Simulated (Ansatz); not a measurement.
CH7F2NOSi2, SMILES `CN([SiH2]O)[SiH](F)F`, relaxed with RKS PBE0-D4/def2-TZVP in the Gaussian-basis code of Ansatz from a GFN2-xTB geometry. The force threshold is 0.005 eV/Å; the program also tests the step.

Total charge 0; spin multiplicity 1.

Start:

```xyz
14

C     1.392   -0.861   -0.574
N     0.200   -0.207   -0.058
Si    0.442    1.421    0.553
O    -0.955    2.065    1.035
Si   -1.327   -0.891   -0.392
F    -1.216   -2.477   -0.228
F    -2.329   -0.477    0.789
H     1.688   -0.437   -1.536
H     2.214   -0.723    0.127
H     1.217   -1.927   -0.703
H     0.863    2.314   -0.520
H     1.408    1.276    1.644
H    -1.605    1.547    1.504
H    -1.993   -0.623   -1.643
```

Q: How much energy does the relaxation release, and in how many steps? (Best estimate.)

A: Computed: 0.12 eV, in 21 steps.

Q: Which bonds change most? (Best estimate.)

A: Ansatz gave: Si3–O4 from 1.612 to 1.641 Å; Si5–H14 from 1.443 to 1.469 Å; Si3–H12 from 1.464 to 1.489 Å; Si3–H11 from 1.458 to 1.482 Å.

Q: Give the relaxed structure. (Estimate.)

A: The calculation gave: 
```xyz
14

C     1.431   -0.916   -0.492
N     0.201   -0.187   -0.172
Si    0.383    1.438    0.402
O    -1.109    2.002    0.790
Si   -1.341   -0.876   -0.320
F    -1.162   -2.411   -0.690
F    -2.114   -0.824    1.074
H     1.955   -0.461   -1.339
H     2.113   -0.926    0.364
H     1.211   -1.951   -0.752
H     0.905    2.337   -0.654
H     1.323    1.426    1.557
H    -1.558    1.612    1.543
H    -2.238   -0.264   -1.309
```
